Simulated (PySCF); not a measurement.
## C⁺ (carbon, charge +1) across methods

[He] 2s2 3d1, 2D determinant (an excited configuration). Calculation: PySCF 2.14, in aug-cc-pCVTZ-DK; the spin-free X2C one-electron Hamiltonian (Gaussian nucleus). The B2PLYP total includes its PT2 part (frozen core); its orbital energies are those of the SCF part.

```json
{"method": "LDA", "E (hartree)": "-36.3841", "mean ε 2s α (eV)": "-32.510", "mean ε 2s β (eV)": "-32.289", "mean ε 3d α (eV)": "-4.082", "Σ⟨r²⟩ (bohr²)": "20.05", "⟨S²⟩": "0.750"}
{"method": "r2SCANh", "E (hartree)": "-36.7354", "mean ε 2s α (eV)": "-33.603", "mean ε 2s β (eV)": "-33.480", "mean ε 3d α (eV)": "-4.399", "Σ⟨r²⟩ (bohr²)": "20.21", "⟨S²⟩": "0.750"}
{"method": "wB97M-V", "E (hartree)": "-36.7733", "mean ε 2s α (eV)": "-36.667", "mean ε 2s β (eV)": "-36.446", "mean ε 3d α (eV)": "-5.647", "Σ⟨r²⟩ (bohr²)": "19.65", "⟨S²⟩": "0.750"}
{"method": "PBE0", "E (hartree)": "-36.7247", "mean ε 2s α (eV)": "-34.332", "mean ε 2s β (eV)": "-34.170", "mean ε 3d α (eV)": "-4.749", "Σ⟨r²⟩ (bohr²)": "20.18", "⟨S²⟩": "0.750"}
{"method": "r2SCAN", "E (hartree)": "-36.7355", "mean ε 2s α (eV)": "-32.997", "mean ε 2s β (eV)": "-32.869", "mean ε 3d α (eV)": "-4.244", "Σ⟨r²⟩ (bohr²)": "20.21", "⟨S²⟩": "0.750"}
{"method": "PBE", "E (hartree)": "-36.7229", "mean ε 2s α (eV)": "-32.661", "mean ε 2s β (eV)": "-32.473", "mean ε 3d α (eV)": "-4.358", "Σ⟨r²⟩ (bohr²)": "20.10", "⟨S²⟩": "0.750"}
{"method": "UHF", "E (hartree)": "-36.62632", "mean ε 2s α (eV)": "-38.414", "mean ε 2s β (eV)": "-38.284", "mean ε 3d α (eV)": "-5.549", "Σ⟨r²⟩ (bohr²)": "20.59", "⟨S²⟩": "0.750"}
{"method": "TPSSh", "E (hartree)": "-36.7775", "mean ε 2s α (eV)": "-33.596", "mean ε 2s β (eV)": "-33.445", "mean ε 3d α (eV)": "-4.457", "Σ⟨r²⟩ (bohr²)": "20.24", "⟨S²⟩": "0.750"}
{"method": "B2PLYP", "E (hartree)": "-36.7606", "mean ε 2s α (eV)": "-35.865", "mean ε 2s β (eV)": "-35.755", "mean ε 3d α (eV)": "-4.979", "Σ⟨r²⟩ (bohr²)": "20.32", "⟨S²⟩": "0.750"}
```

The outer electron is Rydberg-like, and this basis confines it to a smaller radius and binds it less than a complete one would.
